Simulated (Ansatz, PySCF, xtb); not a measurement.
Isomers of Cl2H4Si2: 1 is [SiH3][SiH](Cl)Cl, 2 is Cl[SiH2][SiH2]Cl; one conformer of each (the lowest of an xTB search), B3LYP-D3(BJ)/def2-TZVP minima.
Isomer 1 (charge 0, multiplicity 1):
```xyz
8

Si    -1.236    -0.020    -0.071
Si     1.085    -0.024     0.209
Cl     1.817     1.866    -0.192
Cl     1.922    -1.372    -1.113
H     -1.765    -1.376     0.207
H     -1.539     0.366    -1.467
H     -1.840     0.954     0.868
H      1.556    -0.393     1.558
```
Isomer 2 (charge 0, multiplicity 1):
```xyz
8

Cl    -2.26367     1.39350    -0.28399
Si    -1.12621    -0.31727     0.01924
Si     1.12619     0.31734    -0.01880
Cl     2.26375    -1.39396     0.28103
H     -1.50068    -0.89984     1.32539
H     -1.43412    -1.27826    -1.06118
H      1.43490     1.27686     1.06271
H      1.49983     0.90162    -1.32441
```

No zero-point or thermal terms.

Rows in 3-21G carry no dispersion term and start afresh at each structure.

The values were computed with Ansatz (Gaussian orbitals); PySCF for 3-21G rows, the dispersion terms; xtb for the GFN methods. 

Question: One of these levels gives 10.3 kJ/mol for the electronic energy of isomer 2 less that of isomer 1. Which?
A. SVWN5/def2-TZVPP
B. HF/3-21G
C. PBE-D3(BJ)/def2-TZVPP
D. GFN1-xTB

Answer: C, PBE-D3(BJ)/def2-TZVPP. The others give -16.8 (GFN1-xTB), -2.2 (HF/3-21G), 12.8 (SVWN5/def2-TZVPP)

Ansatz is an electronic-structure program.
